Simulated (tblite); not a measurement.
Species: C5H11FOS.
Geometry (GFN2-xTB, Å), atoms numbered from 1 in this order:
```xyz
19
C5H11FOS angstrom
C     -2.777   -0.299   -0.571
C     -1.561   -0.185    0.334
S     -1.753    1.244    1.475
C     -0.268   -0.082   -0.464
C      0.972   -0.079    0.421
O      2.118   -0.066   -0.424
C      3.306   -0.152    0.235
F      3.570    0.991    0.959
H     -3.690   -0.327    0.019
H     -2.716   -1.210   -1.163
H     -2.828    0.551   -1.249
H     -1.517   -1.041    1.013
H     -1.804    2.171    0.521
H     -0.203   -0.933   -1.146
H     -0.270    0.827   -1.068
H      0.994   -0.980    1.052
H      0.978    0.802    1.074
H      3.337   -0.977    0.969
H      4.101   -0.247   -0.511
```

Computed with GFN2-xTB (tblite): harmonic, unscaled wavenumbers at the GFN2-xTB geometry, gas phase. This tight-binding method is rough: wavenumbers can miss measured ones by several per cent, in bad cases by 10 to 20. Modes of hydrogen on sulfur can be 10 to 20 % off. One conformer, not necessarily the lowest.

Harmonic wavenumbers (cm⁻¹): 33.2, 46.4, 101.9, 114.1, 162.3, 207.3, 223.8, 246.6, 296.4, 351.7, 412.1, 452.0, 571.0, 643.4, 804.3, 839.5, 937.0, 946.2, 975.8, 985.7, 1063.5, 1081.8, 1100.0, 1127.0, 1133.0, 1147.8, 1176.5, 1239.2, 1249.9, 1263.0, 1268.2, 1317.8, 1330.1, 1365.6, 1410.5, 1423.2, 1478.4, 1482.6, 1487.7, 1491.4, 2437.8, 2838.7, 2870.6, 2923.2, 2956.1, 2956.6, 2976.5, 2989.6, 3025.8, 3029.7, 3046.2.

A = 3315, B = 674.4, C = 582.3 MHz; mass 138.051 u (most abundant isotopes); point group C1, symmetry number 1.

**Question.** Zero-point energy?

**Answer.** ½Σν̃ = 33519 cm⁻¹ = 400.98 kJ/mol.

**Question.** What is S at 200 K and 1 bar for an ideal gas of classical rigid rotors and harmonic oscillators?

**Answer.** Translation 162.01, rotation 120.09, vibration 93.08: S = 375.2 J/(mol K).

**Question.** And Cp and H(200 K) − H(0)?

**Answer.** Cp = 120.96 J/(mol K), of which vibrations give 87.70 (their classical limit is 51 R = 424.0); H(200 K) − H(0) = 16.25 kJ/mol without the zero-point energy, 9.60 from vibrations.

**Question.** How do the functions run with temperature in this model?

**Answer.** 
| T (K) | S (J/(mol K)) | Cp (J/(mol K)) | H − H(0) (kJ/mol) | G − H(0) (kJ/mol) | ln q(vib) |
| --- | --- | --- | --- | --- | --- |
| 100 | 304.8 | 84.7 | 5.89 | -24.59 | 2.41 |
| 300 | 431.0 | 157.9 | 30.15 | -99.16 | 8.20 |
| 500 | 529.7 | 232.5 | 69.43 | -195.42 | 13.41 |
| 800 | 657.0 | 308.7 | 151.60 | -374.03 | 20.76 |
| 1000 | 729.7 | 342.0 | 216.85 | -512.85 | 25.32 |

q(vib) and H(0) count from the zero-point level.

**Question.** What must be added to the electronic energy to get the Gibbs energy at 200 K and 1 bar?

**Answer.** ZPE + [H(200 K) − H(0)] − T·S = 400.98 + 16.25 − 75.04 = 342.19 kJ/mol.

**Question.** Which modes carry the vibrational entropy at 200 K?

**Answer.** 33.2 cm⁻¹: 20.24; 46.4 cm⁻¹: 17.48; 101.9 cm⁻¹: 11.08; 114.1 cm⁻¹: 10.19; 162.3 cm⁻¹: 7.48; 207.3 cm⁻¹: 5.72 J/(mol K); the other 45 give 20.89 together.

Hindered rotation and anharmonicity are outside this model. Other conformers, if any are populated, would add a mixing term that is left out. The structure is chiral; the term R ln 2 for an equal mix with its mirror image is left out.

On one thread of an Arm Neoverse V2, shared host with 96 logical CPUs at a one-minute load of 8.7, this took 0.5 s of wall time. This covers the Hessian and the dipole derivatives.
